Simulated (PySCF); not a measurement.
## Radial density of Rb (rubidium, neutral)

LDA, [Kr] 5s1, 2S determinant. Computed with PySCF 2.14 in Sapporo-DKH3-DZP-2012, with scalar relativity by spin-free X2C-1e.

```
r (bohr)  4πr²ρ (e/bohr)  4πr²(ρα − ρβ)
  0.0285           46.24         0.0013
  0.0480           39.49        -0.0005
  0.0807           43.79         0.0012
   0.136           54.97         0.0043
   0.228           33.38        -0.0001
   0.384           38.85         0.0101
   0.646           22.02         0.0007
    1.09           7.028         0.0323
    1.83           4.350        -0.0062
    3.07          0.7005         0.1623
    5.17          0.2216         0.2132
    8.70         0.03299         0.0330
    14.6       0.0001340         0.0001
```

Densities and radii are taken from the X2C orbitals without a picture-change correction, which distorts them close to the nucleus.

Q: Where is the radial spin density 4πr²(ρα − ρβ) most negative, and why is it negative at all?

A: Around r = 1.83 bohr, down to -0.0062 e/bohr: exchange with the open shell polarises the paired shells in an unrestricted calculation.
